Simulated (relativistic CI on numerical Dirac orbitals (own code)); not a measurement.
# Slater and spin-orbit integrals, Rb²⁹⁺

Computed by Dirac-Coulomb-Breit CI, orbitals from a KLI potential per configuration, a model potential for QED, unscaled Slater integrals (own radial code, finite nucleus).

Slater integrals F^k, G^k are unscaled and averaged over j, outside the closed core 1s2; ζ comes from projecting the Hamiltonian with its Breit term on Σ l·s of the shell.

- 2s²2p⁴: F^2(2p,2p) = 645140, ζ(2p) = 345170 cm⁻¹; <r>(2p) = 0.1475, <r^2>(2p) = 0.02639 (bohr units).
- 2s2p⁵: G^1(2s,2p) = 692820, ζ(2p) = 342930 cm⁻¹; <r>(2s) = 0.1709, <r^2>(2s) = 0.03429, <r>(2p) = 0.1479, <r^2>(2p) = 0.02652 (bohr units).
- 2p⁵3s: ζ(2p) = 349120, G^1(2p,3s) = 66546 cm⁻¹; <r>(2p) = 0.1469, <r^2>(2p) = 0.02617, <r>(3s) = 0.406, <r^2>(3s) = 0.1873 (bohr units).

Averages of the first 10 configurations, taken without configuration mixing, which lowers the lowest level and can move excited configurations by several eV; other configurations of the list can lie among them:

```tsv
Configuration	Parity	States	Average energy above the lowest level (eV)
2s²2p⁴	even	15	48.0
2s2p⁵	odd	12	257.5
2p⁶	even	1	494.7
2p⁵3s	odd	12	2400.4
2p⁵3p	even	36	2456.3
2p⁵3d	odd	60	2519.5
2s²2p³3s	odd	40	1989.7
2s²2p³3p	even	120	2049.7
2s²2p³3d	odd	200	2113.5
2s2p⁴3s	even	60	2181.1
```
